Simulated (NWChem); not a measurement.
## Correlation energy of germanium monoxide (GeO)

```xyz
2

Ge     0.0000     0.0000     0.3297
O      0.0000     0.0000    -1.3189
```
Charge 0, spin multiplicity 1.

The numbers come from NWChem runs, not from measurements. The geometry was optimised at PBE/def2-SVP, a minimum by its harmonic frequencies.

Basis set: def2-TZVP. Each correlation energy counts from its own Hartree-Fock reference.

The Hamiltonian is non-relativistic. The correlated methods keep 10 core orbitals frozen. No row is a measurement; the coupled-cluster row has its own basis-set and correlation limits.

Task: One of these methods gave a correlation energy of -483.7 mHa. Which?
(A) CR-CCSD(T)
(B) CCSD(T)
(C) CR-CCSD[T]
(D) CCSD+T(CCSD)

Result: A, CR-CCSD(T). The others give -494.4 (CCSD+T(CCSD)), -487.3 (CR-CCSD[T]), -489.5 (CCSD(T)).
